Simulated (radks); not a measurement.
Values are calculated unless marked as measured or tabulated.
Q: These are the eigenvalues of the occupied orbitals of an atom or ion with whole-number occupations (eV). Level of theory: scalar-relativistic Kohn-Sham, PBE, spin-unpolarised, spherical densities, point nucleus (a radial shooting solver on a logarithmic mesh with Libxc functionals).

orbital  eigenvalue
1s        -6466.446
2s        -781.0553
2p        -667.2758
3s        -121.8302
3p         -90.2923
3d         -41.2031

Which element is it, and in what charge state? The configuration may be excited.

A: Z = 25, manganese, charge +3: Mn3+ in [Ar] 3d4. The list shows which subshells hold electrons but not how many an open one holds; the 1s level, -237.64 hartree, gives Z - s = 21.8 by -(Z - s)^2/2, which with screening and relativity narrows Z to a few neighbours, and the depths of the outer levels then fix element, charge and occupations together.
